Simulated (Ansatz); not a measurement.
A nudged elastic band was laid between two geometries of AlClH6O2Si2 + H4Si (17 atoms, charge 0, multiplicity 1).

All numbers below come from RHF/6-31G* (Ansatz 0.2.0).

* movable images: 5
* climbing image: yes
* spring: 5.0 eV/Å²
* optimiser: quadratic models (default)
* start path: through a guess of the saddle point
* force threshold: 0.05 eV/Å
* iteration limit: 60
* end points: relaxed

Initial state:

```xyz
17
Properties=species:S:1:pos:R:3
Al -0.494 -0.457 0.056
O -0.969 -0.553 1.660
Si -1.529 -0.783 3.169
H -2.823 -1.489 3.142
H -0.572 -1.584 3.957
H -1.713 0.520 3.839
O 1.034 -0.929 -0.436
Si 2.467 -1.356 -1.073
H 2.289 -2.411 -2.088
H 3.111 -0.190 -1.708
H 3.363 -1.864 -0.016
Cl -1.971 -0.123 -1.405
Si -0.078 3.031 0.848
H -1.481 3.188 1.249
H 0.816 3.067 2.014
H 0.311 4.036 -0.151
H 0.074 1.695 0.210
```

Final state:

```xyz
17
Properties=species:S:1:pos:R:3
Al -0.182 0.480 0.214
O -0.379 -0.436 1.952
Si -1.708 -0.713 3.003
H -2.371 -1.958 2.610
H -1.138 -0.831 4.351
H -2.557 0.464 2.855
O 1.214 -0.427 -0.204
Si 2.344 -1.050 -1.190
H 1.744 -1.934 -2.210
H 3.094 0.018 -1.885
H 3.304 -1.847 -0.397
Cl -2.008 -0.159 -0.746
Si -0.003 2.897 0.647
H -1.202 3.423 1.351
H 1.164 3.216 1.511
H 0.152 3.687 -0.597
H 0.366 -1.032 2.006
```

Q: What changes between the two ends?

A: Bonds broken: Si13–H17. Bonds formed: Al1–Si13, O2–H17. AlClH6O2Si2 + H4Si becomes AlClH10O2Si3.

Q: What energy profile does the band end with?

A: It converged. The highest image is number 3 of 0 to 6, 57.5 kcal/mol above the first end and 38.7 kcal/mol above the last; the last end lies 18.8 kcal/mol above the first. Beside the main top the profile has a ripple of under 15 meV (maxima at images 3, 5), which may be a very shallow well or noise. Neighbouring images differ by up to 2.5 eV, so the band resolves the path poorly. A vibrational analysis at the climbing image gives one clearly imaginary mode, 1156i cm⁻¹: a first-order saddle point. The orbitals stay closed-shell, which can raise the energy where a bond breaks towards radicals; this wasn't checked here.

| image | path coordinate (Å) | energy (kcal/mol) | Si13–H17 (Å) | Al1–Si13 (Å) | O2–H17 (Å) |
| --- | --- | --- | --- | --- | --- |
| 0 | 0.00 | 0.0 | 1.49 | 3.60 | 2.87 |
| 1 | 2.59 | 0.2 | 1.49 | 3.81 | 2.95 |
| 2 | 5.19 | 0.6 | 1.49 | 3.62 | 2.80 |
| 3 | 7.78 | 57.5 | 2.02 | 2.52 | 1.41 |
| 4 | 12.09 | 19.2 | 3.56 | 2.47 | 0.95 |
| 5 | 16.41 | 19.5 | 4.00 | 2.46 | 0.95 |
| 6 | 20.72 | 18.8 | 4.17 | 2.46 | 0.96 |

Q: What is the geometry of the highest image?

A: 
```xyz
17
Properties=species:S:1:pos:R:3:forces:R:3
Al -0.272 0.315 -0.023 0.01 0.00 0.01
O -0.782 0.314 1.706 0.00 -0.02 0.01
Si -1.155 -0.791 2.886 0.00 0.02 0.00
H -2.615 -0.920 3.017 0.00 0.00 0.00
H -0.567 -2.096 2.546 0.00 0.00 0.00
H -0.599 -0.308 4.163 0.00 0.00 0.00
O 1.250 -0.386 -0.292 -0.02 -0.03 -0.02
Si 2.377 -1.384 -0.895 0.01 0.02 0.01
H 1.789 -2.674 -1.310 0.00 0.00 0.00
H 3.038 -0.778 -2.069 0.00 0.00 0.00
H 3.412 -1.656 0.123 0.00 0.00 0.00
Cl -1.853 -0.353 -1.300 0.00 0.00 0.01
Si -0.252 2.812 0.284 0.00 0.01 -0.01
H -1.362 3.739 -0.008 0.00 0.00 0.00
H -0.719 2.601 1.906 -0.01 0.00 0.01
H 0.912 3.648 0.637 0.00 0.00 0.00
H -0.767 1.715 1.899 0.01 0.00 -0.02
```

The band took 40 iterations and of the order of 23 core-minutes.

Run time: 6.4 min on 4 threads of Arm Neoverse V2, with other jobs on the host, peak memory 0.48 GiB.
